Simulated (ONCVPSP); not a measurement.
**potassium, ONCV: configuration errors across variants**

ONCVPSP 4.0.1 input, shortened (lines: element, Z, core and valence counts, functional; n l f; lmax; l rc ep ncon nbas qcut; lloc lpopt rc5 dvloc0; l nproj debl; icmod fcfact rcfact), PBEsol, scalar-relativistic:

```
  K 19.00    3    3  -116133      upf
    1    0    2.00
    2    0    2.00
    2    1    6.00
    3    0    2.00
    3    1    6.00
    4    0    0.50
    2
    0    2.00    0.00    5    8    7.50
    1    2.10    0.00    3    7    6.00
    2    2.05    0.03    4    8    4.50
    4    3    1.70    0.00
    0    2    0.80
    1    2    1.10
    2    2    3.20
    3    2.00    1.75
```

In the d channel the program set the typed energies aside and used 0.050, 3.250 Ha.

All-electron excitation energies from the reference (eV): (1) 3s2 3p6 4s1 -1.621; (2) 3s2 3p6 4s0 2.596; (3) 3s2 3p6 4s0 4p1 -0.103; (4) 3s2 3p6 3d1 4s0 0.788.

3 further variants failed, have other tests or another functional or relativity, and are left out.

Errors AE − PS in meV (a dash: test not solved or not reliable):

```tsv
change	(1)	(2)	(3)	(4)	bound ghosts	GHOST(+) flags above zero
base	0.0	0.0	+0.1	-0.4	none	none
local potential polynomial inside 1.25 bohr (lpopt 5, dvloc0 0 Ha)	0.0	-0.1	0.0	0.0	none	none
all radii but the core radius scaled by about 0.96 (s 1.92, p 2.02, d 1.98 bohr); local potential polynomial inside 1.64 bohr (lpopt 3, dvloc0 0 Ha)	0.0	0.0	0.0	-0.3	none	none
s: rc 2.7	0.0	-0.1	0.0	-0.5	none	none
core correction none	0.0	0.0	+0.1	-0.3	none	none
```

(1) Give the same row for: d: rc 2.5.

Answers

(1) 0.0, 0.0, +0.1, -1.6; bound ghosts: none; GHOST(+) flags above zero: none.
